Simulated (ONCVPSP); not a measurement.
## Before and after: ONCV potential for Pd (Z = 46)

ONCVPSP 4.0.1 input, shortened (lines: element, Z, core and valence counts, functional; n l f; lmax; l rc ep ncon nbas qcut; lloc lpopt rc5 dvloc0; l nproj debl; icmod fcfact rcfact), PBE, scalar-relativistic:

```
  Pd 46.00    6    3        4      upf
    1    0    2.00
    2    0    2.00
    2    1    6.00
    3    0    2.00
    3    1    6.00
    3    2   10.00
    4    0    2.00
    4    1    6.00
    4    2   10.00
    2
    0    1.55    0.00    3    7    9.10
    1    1.45    0.00    5   10   11.30
    2    1.35    0.00    4    7    6.20
    2    5    1.35    0.00
    0    2    0.60
    1    2    3.80
    2    0    2.50
    1    0.65    0.00
```

In the s channel the program set the typed energies aside and used -3.136, 0.250 Ha.

Change: d: qcut 6.9.

Cutoffs: the cutoffs (Ha) at which the residual kinetic energy of the hardest occupied pseudo-wave falls to 1 and 0.1 mHa per electron; they do not see the model core or the augmentation charge, which bear on the density cutoff. Errors are all-electron minus pseudo energies relative to the spin-unpolarised reference configuration.

Task: How do hardness, ghosts and transferability respond?

Result: The potential gets softer (76 Ha and 94 Ha → 43 Ha and 88 Ha); the bound ghost in p disappears; of the 3 tests that both files solve, the error grows in 0 and shrinks in 2 by more than 15 % and 0.3 meV (median size 8.3 → 5.0 meV); the range in which the p phases agree widens (upper end 3.8 → at the end of the scan).

```tsv
quantity	base	changed
cutoff, loose	76 Ha	43 Ha
cutoff, tight	94 Ha	88 Ha
loose cutoff by channel	s 27 Ha, p 41 Ha, d 76 Ha	s 27 Ha, p 41 Ha, d 43 Ha
bound ghosts	p	none
GHOST(+) flags under 300 eV	none	none
tests with a reliable result	3 of 4	3 of 4
error for 4s2 4p6 4d9, meV [ΔE 9.12 eV]	-1.2	-0.6
error for 4s2 4p6 4d8, meV [ΔE 29.93 eV]	-8.3	-5.0
error for 4s1 4p6 4d10, meV [ΔE 91.57 eV]	-237	-210
s: phases at 1.57 bohr within 0.05 rad from the reference energy up to (Ha; the scan ends near 5)	to the end of the scan	to the end of the scan
p: phases at 1.47 bohr within 0.05 rad from the reference energy up to (Ha; the scan ends near 5)	3.8	to the end of the scan
d: phases at 1.37 bohr within 0.05 rad from the reference energy up to (Ha; the scan ends near 5)	4.9	to the end of the scan
rms error of d²Exc/dni dnj with the model core, mHa	1.53	1.51
```

 A true bound ghost makes a file unfit for plane-wave use even where its test errors are small: the radial tests pick states by their node count and pass the ghost by.
